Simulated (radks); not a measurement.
The nuclear charge of the aluminium ion Al+ is varied continuously with 12 electrons held in [Ne] 3s2. Calculated with a radial shooting solver on a logarithmic mesh with Libxc functionals: Dirac Kohn-Sham, PBE, spin-unpolarised, spherical densities, point nucleus. By the Hellmann-Feynman theorem dE/dZ = E(electron-nucleus)/Z, the electronic potential at the nucleus.

Z     E (hartree)  E(electron-nucleus)/Z (hartree)   HOMO  e(HOMO) (eV)  <r> HOMO (bohr)
12.5   -220.83829                         -42.1942  3s1/2        -9.276            2.694
13     -242.47319                         -44.3447  3s1/2       -14.810            2.377
13.5   -265.18247                         -46.4921  3s1/2       -21.243            2.139
14     -288.96505                         -48.6381  3s1/2       -28.535            1.951

The central difference of E at Z = 13 is -44.344 hartree, to compare with the third column; the second derivative is -4.3 hartree.
